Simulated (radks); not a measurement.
Task: Isoelectronic series with 50 electrons, each ion in its NIST ground configuration. Method: scalar-relativistic Kohn-Sham, SCAN, spin-unpolarised, spherical densities, finite nucleus; meta-GGA in the generalised Kohn-Sham scheme; Fermi nuclear charge, rms radius of each element as measured or else 0.836 A^(1/3) + 0.57 fm; computed with a radial shooting solver on a logarithmic mesh with Libxc functionals. Total energies (hartree) and mean radii <r> (bohr):

ion,configuration,E (hartree),5s,4d,4p,4s
Sn,[Kr] 4d10 5s2 5p2,-6178.29799,2.390,1.100,0.8867,0.8201
Sb+,[Kr] 4d10 5s2 5p2,-6482.26186,2.161,1.029,0.8529,0.7920
Te2+,[Kr] 4d10 5s2 5p2,-6794.59545,1.980,0.9686,0.8212,0.7654
Xe4+,[Kr] 4d10 5s2 5p2,-7444.47259,1.713,0.8704,0.7638,0.7166
Cs5+,[Kr] 4d10 5s2 5p2,-7782.0784,1.611,0.8295,0.7378,0.6942
Ba6+,[Kr] 4d10 5s2 5p2,-8128.1794,1.523,0.7929,0.7134,0.6730
La7+,[Kr] 4d10 5s2 5p2,-8482.8240,1.445,0.7598,0.6905,0.6529
Ce8+,[Kr] 4d10 5s2 5p2,-8846.0567,1.377,0.7297,0.6690,0.6338
Pr9+,[Kr] 4d10 4f2 5s2,-9217.7771,1.340,0.7142,0.6549,0.6201
Nd10+,[Kr] 4d10 4f2 5s2,-9598.8605,1.283,0.6884,0.6358,0.6031
Pm11+,[Kr] 4d10 4f2 5s2,-9988.7440,1.231,0.6645,0.6178,0.5868
Sm12+,[Kr] 4d10 4f2 5s2,-10387.4713,1.183,0.6422,0.6007,0.5713
Eu13+,[Kr] 4d10 4f2 5s2,-10795.1378,1.139,0.6215,0.5844,0.5565

Estimate the row of I3+ ([Kr] 4d10 5s2 5p2).

Result: E (hartree) -7115.32491; 5s 1.834; 4d 0.9163; 4p 0.7916; 4s 0.7403.
